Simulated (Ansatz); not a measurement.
Ga₃P₂. Total charge 0; quartet. Geometry PBE0-D4/def2-SVP.

```xyz
5

Ga   -0.104    2.208   -0.523
Ga   -1.168    0.342    1.094
Ga   -0.161   -2.130    0.771
P     0.003   -0.574   -1.320
P     1.430    0.155   -0.023
```

At HF/STO-3G, HF/def2-TZVP the charge 0 quartet is spin-contaminated (final ⟨S²⟩ up to 5.77, 3.75 for a pure state). At PBE0-D4/def2-TZVP a doublet of charge 0 lies 0.98 eV below the quartet, each at its own geometry. The structure comes from a short search, and lower isomers may exist.

Q: Estimate the α-spin orbital energies around the gap (eV) in Ansatz with HF/STO-3G, HF/def2-TZVP, PBE-D4/def2-TZVP, r2SCAN-D4/def2-TZVP, PBE0-D4/def2-TZVP.

A: 
```
orbital  HF/STO-3G  HF/def2-TZVP  PBE-D4/def2-TZVP  r2SCAN-D4/def2-TZVP  PBE0-D4/def2-TZVP
HOMO−13     -22.84        -32.53            -19.61               -20.21             -23.02
HOMO−12     -22.34        -32.48            -19.55               -20.15             -22.96
HOMO−11     -21.84        -32.45            -19.53               -20.13             -22.94
HOMO−10     -17.55        -24.96            -16.94               -17.80             -19.17
 HOMO−9     -16.31        -18.62            -12.23               -12.87             -14.01
 HOMO−8     -15.71        -15.78            -10.77               -11.31             -12.25
 HOMO−7     -11.15        -15.31            -10.40               -10.91             -11.86
 HOMO−6      -9.39        -11.15             -7.60                -7.92              -8.64
 HOMO−5      -9.22        -10.45             -7.16                -7.47              -8.22
 HOMO−4      -8.90         -9.52             -6.56                -6.85              -7.49
 HOMO−3      -7.44         -9.32             -6.36                -6.64              -7.28
 HOMO−2      -6.92         -8.26             -5.25                -5.59              -6.12
 HOMO−1      -6.34         -8.24             -5.20                -5.54              -6.10
   HOMO      -4.76         -6.89             -4.28                -4.61              -5.04
   LUMO       2.46          0.94             -2.21                -2.12              -1.58
 LUMO+1       3.23          1.13             -2.15                -2.11              -1.52
 LUMO+2       4.81          1.37             -1.96                -1.85              -1.30
 LUMO+3       5.09          1.88             -1.45                -1.38              -0.78
 LUMO+4       5.89          2.13             -1.07                -0.95              -0.41
 LUMO+5       6.41          2.76             -0.48                -0.23               0.25
 β HOMO      -5.83         -7.86             -5.87                -6.10              -6.57
 β LUMO       0.86         -0.48             -4.41                -4.34              -3.66
```
